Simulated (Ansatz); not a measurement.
`[CH3][Ge]([OH])([OH])[F]` → `[CH3][Ge][F]` + hydrogen peroxide at 700 K and 1 bar (germylene formation by 1,1-elimination).

Computed with Ansatz on PBE0-D4/def2-TZVP structures; ΔE is electronic, products minus reactants. CBS: MP2 limit from def2 TZ/QZ plus the TZ coupled-cluster correction, frozen cores. This one scheme is used for every species. For Ge outer-core shells are correlated without core-valence functions, which leaves a few kJ/mol of doubt a bond. Scalar relativity is left out up to krypton. One conformer a species, not always the lowest.

| species | CCSD(T)/CBS energy (Eh) | H − E (kJ/mol) | S (J/(mol·K)) |
| --- | --- | --- | --- |
| `[CH3][Ge]([OH])([OH])[F]` | -2367.43423 | 258.1 | 490.1 |
| `[CH3][Ge][F]` | -2215.78112 | 144.8 | 369.0 |
| `OO` | -151.44260 | 101.5 | 268.2 |

H − E and S are ideal-gas, rigid-rotor, harmonic terms from PBE0-D4/def2-TZVP, for one conformer and one mirror image of each species. 1 Eh = 2625.50 kJ/mol, R = 8.31446 J/(mol·K).

Task: By hand: ΔE, ΔH, ΔS and ΔG.

Result: ΔE = (-2215.78112) + (-151.44260) − (-2367.43423) = 0.21051 Eh = 552.7 kJ/mol. Δ(H − E) = 144.8 + 101.5 − 258.1 = -11.8, so ΔH = 540.9 kJ/mol. ΔS = 369.0 + 268.2 − 490.1 = 147.1 J/(mol·K). ΔG = 540.9 − 700 × (147.1)/1000 = 437.9 kJ/mol.

Task: By hand: the equilibrium constant, and the temperature at which ΔG would vanish if ΔH and ΔS stayed fixed.

Result: log₁₀ K = −ΔG/(RT ln 10) = -32.7. ΔG = 0 at ΔH/ΔS = 3677 K, far beyond where these terms or the molecules hold.

The number of gas molecules changes by +1, which sets the sign of ΔS. A doubt of 5 kJ/mol in ΔE shifts log₁₀ K by 0.4 here. Other conformers and mirror images would add mixing entropy, several J/(mol·K) or more a flexible species. These are equilibria of isolated gas molecules and say nothing of rates. Largest T1 diagnostic: 0.013 (customary marks: 0.02 for closed shells, 0.045 for open ones).
